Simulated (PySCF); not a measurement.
## Name the molecule from its bond curve

A diatomic of charge 0 contains Sr. Its singlet curve at PBEsol in a triple-zeta basis (spin-free X2C with a Gaussian nucleus, PySCF), in eV from the separated fragments:

R (Å), E (eV) and a bar:
```
    2.083     -3.029 ##########################
    2.180     -3.678 ###########
    2.277     -4.037 ####
    2.349     -4.163 #
    2.422     -4.197 
    2.495     -4.158 #
    2.591     -4.024 ####
    2.713     -3.768 #########
    2.858     -3.386 ##################
    3.052     -2.834 ##############################
```

The fit gives ωe = 401 cm⁻¹ and the rotational constant Bₑ = 0.1232 cm⁻¹.

Question: Which atom is the partner?

Answer: The minimum lies at 2.416 Å, so the reduced mass is 16.8576 u Å² cm⁻¹/(Bₑ·Re²) = 23.44 u. With Sr at 87.91 u the partner weighs about 32.0 u: S. The molecule is SrS.
